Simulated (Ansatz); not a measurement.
`[SiH2]1[SiH2][Se]1` and `[SiH2]1[SiH2]S1` differ in one element.

Ansatz, PBE0-D4/def2-TZVP geometries, multiplicity 1. 

Scalar relativity is left out up to krypton.

```csv
property,`[SiH2]1[SiH2][Se]1`
HOMO–LUMO gap (PBE0/def2-TZVPP) / eV,6.57
size of the dipole moment (ωB97M-V/def2-TZVPP) / D,1.56
HOMO energy (PBE/def2-TZVPP) / eV,-6.00
size of the dipole moment (PBE/def2-TZVPP) / D,1.24
"ideal-gas entropy at 298 K and 1 bar (rigid rotor, harmonic PBE0-D4/def2-TZVP) / J/(mol·K)",302
HOMO energy (B3LYP/def2-TZVPP) / eV,-6.81
```

(1) What does the change do to each property? (Best estimate.)

Results:

(1) Computed: 
| property | `[SiH2]1[SiH2]S1` | shift |
| --- | --- | --- |
| HOMO–LUMO gap (PBE0/def2-TZVPP) / eV | 6.88 | 0.31 |
| size of the dipole moment (ωB97M-V/def2-TZVPP) / D | 1.52 | -0.04 |
| HOMO energy (PBE/def2-TZVPP) / eV | -6.31 | -0.31 |
| size of the dipole moment (PBE/def2-TZVPP) / D | 1.29 | 0.05 |
| ideal-gas entropy at 298 K and 1 bar (rigid rotor, harmonic PBE0-D4/def2-TZVP) / J/(mol·K) | 290 | -12 |
| HOMO energy (B3LYP/def2-TZVPP) / eV | -7.10 | -0.29 |

With PBE0 the HOMO falls by 0.24 eV and the LUMO rises by 0.06 eV, so the gap widens by about 0.30 eV. PBE moves the HOMO by -0.31 eV and ωB97M-V by -0.11 eV. Dipoles are sizes alone; their direction can turn.

B3LYP here is the variant with VWN-RPA as its local correlation; programs differ in this.

Spin–orbit coupling is left out; it splits and shifts lone-pair levels of the heavy atoms by tenths of an eV.
